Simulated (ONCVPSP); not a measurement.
# Plane-wave convergence, ONCV potential for Cs

| Property | Result |
| --- | --- |
| Element | caesium |
| Generator | ONCVPSP 4.0.1 |
| Type | optimised norm-conserving Vanderbilt (ONCV) |
| Functional | LDA (Perdew-Wang 92) |
| Relativity | scalar-relativistic |
| Frozen core | [Kr] 4d10 |
| Valence charge | 9 |
| Reference configuration | 5s2 5p6 5d0.5 6s0.5 |
| Partial waves | 5s+6s: rc 3.40 bohr, ncon 5, nbas 9, qcut 4.2 1/bohr, 2 projectors; 5p: rc 2.95 bohr, ncon 4, nbas 9, qcut 5.7 1/bohr, 2 projectors, debl 0.8 Ha; 5d: rc 4.00 bohr, ncon 4, nbas 7, qcut 2.6 1/bohr, 3 projectors, debl 2.5 Ha |
| Local potential | polynomial inside 2.75 bohr (lpopt 5, dvloc0 1 Ha) |
| Core correction | Teter function, fcfact 5.25, rcfact 1.75 |

**Question.** For each optimised wave give the share of its norm inside rc, the residual kinetic energy above qcut (Ha) and the cutoffs (Ha) for errors of 10, 1, 0.1 and 0.01 mHa per electron.

**Answer.**

```
         wave  norm inside rc  residual KE  10 mHa  1 mHa  0.1 mHa  0.01 mHa
           5s           0.988      3.3e-07     1.7    4.8      6.3       7.3
           6s           0.114      4.0e-07     1.2    3.9      6.0       7.2
           5p           0.874      1.6e-09     2.8    6.3      9.2      11.2
p projector 2           0.198      5.9e-09     2.8    7.1      9.9      11.8
           5d           0.309      1.8e-04     1.8    2.7      4.4       9.8
d projector 2           0.217      3.2e-01     5.6   12.9     15.1      19.7
d projector 3           0.173      1.2e+00    19.9   26.6     39.7      66.7
```

The occupied waves need 6.3 Ha and 9.2 Ha for 1 and 0.1 mHa. The cutoffs count occupied waves only; projector 3 of the d channel, the hardest unoccupied one, needs 27 Ha at the loose tolerance. Note: no bound ghost flagged; GHOST(+) flagged for d at 77.9 eV, d at 129.9 eV, p at 437.2 eV.
